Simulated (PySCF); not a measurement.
# A series of derivatives of C[Si]([SiH3])([SiH3])CF

Parent skeleton `[CH3:1][Si:2]([SiH3:3])([SiH3:4])[CH2:5][F:6]`; one hydrogen on atom 1 is replaced by X. Hydrogens on one atom are averaged.

Computed data (PySCF 2.14.0 with density-fitted response routines): geometry: GFN2-xTB, σ from GIAO-PBE0/pcSseg-1. Relativity neglected, in vacuum, one computed conformer, rapidly exchanging positions averaged.

Referencing at the same level of theory: TMS for 13C (186.93 ppm) and 29Si (349.16 ppm) and 1H (31.72 ppm); 19F (170.95 ppm) vs CFCl3.

Parent (X = H): C1 -4.3, Si2 -53.4, Si3/Si4 -110.7, C5 82.1, F6 -289.6, H(C1) 0.18, H(Si3)/H(Si4) 3.59, H(C5) 4.98 ppm. Effects are Δδ = δ(X) − δ(H), positive for deshielding.

Known members:
```csv
X,C1,Si2,Si3/Si4,C5,F6,H(C1),H(Si3)/H(Si4),H(C5)
CH2SiH3,+15.4,+10.9,-3.6,-0.1,-1.8,+0.49,+0.00,+0.04
```

Four more derivatives gave (Δδ, ppm):
```
compound     C1    Si2  Si3/Si4    C5    F6  H(C1)  H(Si3)/H(Si4)  H(C5)
       1  +12.5  +10.4     -3.9  +0.4  -1.2  +0.55          -0.01  +0.05
       2  +27.1   +3.7     -7.4  +1.7  +7.0  +1.09          +0.01  +0.05
       3  +27.2  +10.4     -1.6  +3.9  +9.9  +1.02          +0.05  +0.35
       4  +22.6   +1.5     +1.0  +1.4  -8.2  +0.89          +0.01  +0.19
```

Question: Their substituents are CH2Cl, CH2NH2, CH2OCH3, CH3. Which is which?

Answer: 1: X = CH3 (CC[Si]([SiH3])([SiH3])CF); 2: X = CH2NH2 (NCC[Si]([SiH3])([SiH3])CF); 3: X = CH2Cl (FC[Si]([SiH3])([SiH3])CCCl); 4: X = CH2OCH3 (COCC[Si]([SiH3])([SiH3])CF).

Unscaled 19F shifts against computed CFCl3 carry errors that often reach 10 to 50 ppm.
